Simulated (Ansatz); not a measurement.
**Which method gave which barrier?**

Saddle point of Ge4NH15O, closed shell (Ge₃NH₁₀ ([NH3][GeH]([GeH3])[GeH3]) + GeH₃ + H₂O → Ge₃NH₉ ([NH2][GeH]([GeH3])[GeH3]) + GeH₄ + H₂O; bonds formed: Ge2–H8, H6–O9; bonds broken: H6–N7, H8–O9), PBE0-D4/def2-TZVP structure:

```xyz
21
angstrom
Ge -1.5531 0.1178 0.0826
Ge 2.3603 -0.3735 -0.6781
Ge -0.8657 -0.7804 2.2332
Ge -1.4900 -1.4172 -1.8026
H -2.9482 0.7739 0.1916
H 0.3648 1.7898 0.5680
N -0.4509 1.6655 -0.3252
H 1.8462 0.7938 0.7429
O 1.2706 1.5766 1.4463
H 2.2245 -1.9233 -0.5445
H 1.4046 -0.1448 -1.9294
H 3.7403 -0.2190 -1.3861
H -0.9391 0.3105 3.3069
H -1.9065 -1.8733 2.5481
H 0.5283 -1.3965 2.1374
H -2.8644 -2.1099 -1.8334
H -0.3824 -2.4545 -1.6229
H -1.3020 -0.6180 -3.1006
H -1.0112 2.4943 -0.4893
H 0.1085 1.4741 -1.1555
H 1.8655 2.3141 1.6109
```

Program: Ansatz 0.2.0. Basis: def2-TZVPP, with def2-QZVPP for the basis limit. Cores are frozen in the correlated methods. Filled d shells of the heavier atoms are correlated. The def2 sets are not built for correlating such inner shells, so the correlated values are less sure here. B3LYP uses VWN-RPA correlation. Extrapolation: Hartree–Fock as exp(−7.88 √X), correlation as X^−2.97. Four methods, as single points on the PBE0-D4 structures, gave these electronic barriers from the start structure: 16.9, 22.8, 34.2, 54.4 kJ/mol.

Q: The methods were, in alphabetical order, B3LYP-D4, BHLYP-D4, BLYP-D4, HF. Which gave which? (A judgement: the text doesn't fix the answer.)

A: Computed: BLYP-D4 16.9; B3LYP-D4 22.8; BHLYP-D4 34.2; HF 54.4 kJ/mol. For comparison, CCSD(T) at an estimated basis limit (MP2 extrapolated from triple and quadruple zeta, plus CCSD(T) − MP2 in triple zeta) gives 30.0 kJ/mol.

No T1 diagnostic of these runs exceeds 0.013.

Labels in which every atom is bracketed show which atoms are joined, not bond orders.

For scale, one of the runs: CCSD(T)/def2-TZVPP, 464 basis functions, launched by `ansatz run in.yaml --threads 11 --pin off --events-out ev --progress --plain --max-ram 174080MiB --backend cuda --devices 0, --max-vram 75GiB`. The run took 35 s on 11 CPU threads of an AMD EPYC 7R13 and one NVIDIA H100 (shared host), with 1.2 GiB of host memory at its peak.
